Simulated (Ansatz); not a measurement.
Program: Ansatz. Geometries: PBE0-D4/def2-TZVP. ΔE: electronic, gas phase. CCSD(T)/CBS adds triple-zeta CCSD(T) − MP2 to the extrapolated MP2 energy (def2 sets, frozen cores). This one scheme is used for every species. Functionals use def2-TZVPP. HSE06 is defined as in plane-wave codes. One conformer a species, not always the lowest.

Consider the ligand exchange at the Si–S bond: `O[SiH](O)S[SiH2]Cl` + `N[Si](F)(F)F` → `O[SiH](O)N[Si](F)(F)F` + `S[SiH2]Cl`.

CCSD(T)/CBS gives -9.0 kJ/mol.

(1) Another level gave -16.2 kJ/mol. Which?
A. HF/def2-TZVPP
B. CCSD/def2-TZVPP
C. r2SCAN0/def2-TZVPP
D. HSE06/def2-TZVPP

Largest T1 diagnostic among the species: 0.012.

## Answers

(1) B. CCSD/def2-TZVPP -16.2, HSE06 -3.7, HF/def2-TZVPP -20.7, r2SCAN0 -8.0 kJ/mol.

Leaving LDA and LC-ωPBE aside and taking each functional with its dispersion term where it has one, the values, not all of them listed here, spread over 15.1 kJ/mol, from CAM-B3LYP-D4 to PBE-D4. LDA lies −4.2 kJ/mol from PBE without D4. At CCSD(T), def2-SVP lies −13.5 kJ/mol from the extrapolated value and def2-TZVPP −4.9 kJ/mol.
